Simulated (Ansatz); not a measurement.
Method: frozen-core CCSD(T)/cc-pVDZ // PBE0-D4/def2-SVP run with Ansatz (a first-principles code). The restricted HF reference is unstable towards unrestricted orbitals.

Ansatz 0.2 input:
```yaml
crystal:
  periodic: [false, false, false]
  atoms:
    - { symbol: B, position_ang: [3.305443, -0.49393, -0.376924] }
    - { symbol: C, position_ang: [1.785909, -0.346523, -0.199393] }
    - { symbol: C, position_ang: [1.160819, 0.924372, -0.191002] }
    - { symbol: C, position_ang: [-0.21582, 1.117112, -0.033374] }
    - { symbol: B, position_ang: [-0.78789, 2.543972, -0.040268] }
    - { symbol: C, position_ang: [-1.018395, -0.053118, 0.127222] }
    - { symbol: C, position_ang: [-2.43285, -0.1629, 0.305906] }
    - { symbol: C, position_ang: [-2.847115, -1.457132, 0.425638] }
    - { symbol: S, position_ang: [-1.566355, -2.606932, 0.330507] }
    - { symbol: C, position_ang: [-0.403049, -1.331752, 0.120389] }
    - { symbol: C, position_ang: [0.970456, -1.480718, -0.039337] }
    - { symbol: H, position_ang: [3.812515, -1.592954, -0.380203] }
    - { symbol: H, position_ang: [4.002195, 0.48507, -0.514069] }
    - { symbol: H, position_ang: [1.793452, 1.807819, -0.315376] }
    - { symbol: H, position_ang: [-0.035218, 3.479661, -0.181965] }
    - { symbol: H, position_ang: [-1.969938, 2.761588, 0.091748] }
    - { symbol: H, position_ang: [-3.108876, 0.690278, 0.342995] }
    - { symbol: H, position_ang: [-3.869206, -1.808209, 0.569232] }
    - { symbol: H, position_ang: [1.423923, -2.475703, -0.041728] }
basis:
  gaussian: { orbitals: cc-pVDZ }
correlation:
  method: ccsd_t
```

Output:

```
Functional definition: HF
1858 factors; integrals over basis functions are off by at most 1.1e-3 eV
mean field evaluation 1: about -20525.4302 eV, gradient 3.8e1 eV
mean field evaluation 2: about -20525.9074 eV, gradient 3.8e1 eV
mean field evaluation 4: about -20531.0365 eV, gradient 7.2e0 eV
mean field evaluation 8: about -20531.2189 eV, gradient 2.2e-1 eV
mean field evaluation 16: about -20525.4301 eV, gradient 3.8e1 eV
mean field evaluation 32: about -20520.8370 eV, gradient 2.7e1 eV
mean field -20531.21939052 eV, -754.5083960413 hartree, gradient 1.9e-6 eV, S^2 0.000000; 1 other end points of the search recorded, 0 dependent functions left out; unrestricted orbitals would lower it
15 core orbitals not correlated
reference -20531.21939052 eV, -754.5083960413 hartree; 26, 26 occupied and 157, 157 virtual orbitals, 1858 factors
second order -36.11516040 eV of doubles, -0.00000000 eV of singles
cycle   1  -36.46433920 eV  change   -3.5e-1 eV  update   1.7e-1
cycle   2  -37.62010745 eV  change    -1.2e0 eV  update   5.2e-2
cycle   3  -37.88198368 eV  change   -2.6e-1 eV  update   2.5e-2
cycle   4  -37.87698905 eV  change    5.0e-3 eV  update   7.0e-3
cycle   5  -37.87602924 eV  change    9.6e-4 eV  update   4.2e-3
cycle   6  -37.87715723 eV  change   -1.1e-3 eV  update   1.5e-3
cycle   7  -37.87643670 eV  change    7.2e-4 eV  update   7.5e-4
cycle   8  -37.87625309 eV  change    1.8e-4 eV  update   3.3e-4
cycle   9  -37.87635326 eV  change   -1.0e-4 eV  update   1.4e-4
cycle  10  -37.87635285 eV  change    4.1e-7 eV  update   6.3e-5
perturbative correction -1.77854166 eV, -0.0653602003 hartree
Total energy: -20570.87428503 eV, -755.9656865354 hartree
```

Cost: very roughly 6 core-minutes.
